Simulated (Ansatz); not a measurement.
Wavefunction ladder for BFH₅InSSi (`B[SiH](F)[S][InH2]`)

```xyz
10

B     0.2473   -0.4945    0.9891
Si    1.4525   -0.5632   -0.5188
F     3.0353   -0.6662   -0.3595
S     0.7140    1.3644    0.1595
In   -1.6862    0.8478   -0.2900
H     0.5330   -0.5719    2.1418
H    -0.9293   -0.8319    0.7473
H     1.1397   -0.8393   -1.9378
H    -1.8947    0.0604   -1.7827
H    -2.6117    1.6943    0.8511
```

The species carries charge 0 and has multiplicity 1. Correlated methods include outer-core shells of In, which these sets cover unevenly. In: def2 effective core potential. The geometry is a stationary point of PBE0-D4/def2-TZVP. It is one conformer, not always the lowest. Frozen core, restricted reference, Ansatz 0.2.0.

| basis | HF (Eh) | MP2 corr. | CCSD corr. | (T) | CCSD(T) total |
| --- | --- | --- | --- | --- | --- |
| def2-SVP | -1002.43757 | -0.60542 | -0.65767 | -0.01991 | -1003.11515 |
| def2-TZVPP | -1002.85000 | -0.96277 | -0.99861 | -0.03880 | -1003.88741 |
| def2-QZVPP | -1002.87751 | -1.20829 | – | – | – |
